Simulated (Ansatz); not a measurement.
`F[SiH2][SiH](Cl)Cl` + H₂O → `O[SiH](Cl)[SiH2]F` + HCl at 600 K and 1 bar (formal hydrolysis of the Si–Cl bond).

Computed with Ansatz on PBE0-D4/def2-TZVP structures; ΔE is electronic, products minus reactants. CCSD(T)/CBS is the MP2 limit (def2-TZVPP, def2-QZVPP) plus CCSD(T) − MP2 in def2-TZVPP, frozen cores. This one scheme is used for every species. One conformer a species, not always the lowest.

| species | CCSD(T)/CBS energy (Eh) | H − E (kJ/mol) | S (J/(mol·K)) |
| --- | --- | --- | --- |
| `F[SiH2][SiH](Cl)Cl` | -1599.46845 | 147.3 | 467.4 |
| H₂O | -76.37941 | 76.8 | 212.8 |
| `O[SiH](Cl)[SiH2]F` | -1215.46540 | 183.8 | 471.5 |
| HCl | -460.38127 | 35.4 | 207.2 |

H − E and S are ideal-gas, rigid-rotor, harmonic terms from PBE0-D4/def2-TZVP, for one conformer and one mirror image of each species. 1 Eh = 2625.50 kJ/mol, R = 8.31446 J/(mol·K).

Task: By hand: ΔE, ΔH, ΔS and ΔG.

Result: ΔE = (-1215.46540) + (-460.38127) − (-1599.46845) − (-76.37941) = 0.00119 Eh = 3.1 kJ/mol. Δ(H − E) = 183.8 + 35.4 − 147.3 − 76.8 = -4.9, so ΔH = -1.8 kJ/mol. ΔS = 471.5 + 207.2 − 467.4 − 212.8 = -1.5 J/(mol·K). ΔG = -1.8 − 600 × (-1.5)/1000 = -0.9 kJ/mol.

Task: By hand: the equilibrium constant, and the temperature at which ΔG would vanish if ΔH and ΔS stayed fixed.

Result: log₁₀ K = −ΔG/(RT ln 10) = 0.1. ΔG = 0 at ΔH/ΔS = 1200 K, though so small a ΔH makes that figure unsure.

TΔS isn't small against ΔH here. The sign of ΔG lies within the doubt. A doubt of 5 kJ/mol in ΔE shifts log₁₀ K by 0.4 here. Other conformers and mirror images would add mixing entropy, several J/(mol·K) or more a flexible species. Modes under 60 cm⁻¹, often nearly free rotors, make the harmonic entropy too high. These are equilibria of isolated gas molecules and say nothing of rates. Largest T1 diagnostic: 0.012 (customary marks: 0.02 for closed shells, 0.045 for open ones).
